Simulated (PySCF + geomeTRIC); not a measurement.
Species: H₄O₂Si, SMILES `O[SiH2]O` (H–O–Si–O torsion 66°, O–Si–O–H torsion 66°) (charge 0, multiplicity 1).

Question: Give a relaxed geometry from PBE0-D3(BJ)/def2-TZVP (PySCF + geomeTRIC).

Answer: Several could match; the one computed here: the end point of this relaxation, one of several conformers (outside a Z-matrix the atoms follow the SMILES, hydrogens last).
Z-matrix (Å, degrees):
```
Si
O 1 1.6417
H 2 0.9583 1 117.69
O 1 1.6418 2 113.53 3 65.93
H 4 0.9583 1 117.70 2 66.32
H 1 1.4808 2 111.44 3 -50.95
H 1 1.4808 6 112.95 4 -120.92
```
